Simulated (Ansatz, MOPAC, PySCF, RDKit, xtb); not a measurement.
Dimer: CH3Cl (SMILES CCl) (first 5 atoms) with CH2O (SMILES C=O); geometry from B3LYP-D3(BJ)/def2-TZVP, rigid monomers moved along the line of their centres of mass till H5···O7 is 2.73 Å.
(charge 0, multiplicity 1):
```xyz
9

C     -0.648    -0.936    -0.177
Cl     0.285     0.602    -0.157
H     -1.611    -0.736    -0.638
H     -0.086    -1.660    -0.757
H     -0.769    -1.267     0.850
C      0.388     0.284     3.357
O     -0.225    -0.744     3.472
H     -0.113     1.269     3.371
H      1.486     0.302     3.238
```

Counterpoise-corrected where a basis set is named; no monomer relaxation. Rows marked so take none. RDKit's UFF carries no charges.

Rows in 6-31G* carry no dispersion term and start afresh at each structure (6-31G* with six Cartesian d functions). MP2/6-31G* freezes PySCF's default core. The state that AM1, PM3 reach isn't checked.

Programs: Ansatz (Gaussian orbitals); MOPAC for AM1, PM3 (differences of heats of formation); PySCF for 6-31G* rows, the dispersion terms; RDKit for the force fields; xtb for the GFN methods. Each number belongs to the level named beside it.

```tsv
level	interaction energy (kcal/mol)
UFF	-0.70
AM1	-1.03
PM3	-0.27
GFN2-xTB	-2.49
PBE-D4/def2-TZVPPD	-3.13
B3LYP-D3(BJ)/def2-TZVPPD	-3.10
wB97X-V/def2-TZVPPD	-3.01
wB97M-V/def2-TZVPPD	-2.92
MP2/6-31G* (no counterpoise)	(withheld)
```

Q: What belongs in the gaps?

A: 
- MP2/6-31G* (no counterpoise), interaction energy (kcal/mol): -2.82

Ansatz is a quantum-chemistry and plane-wave program.
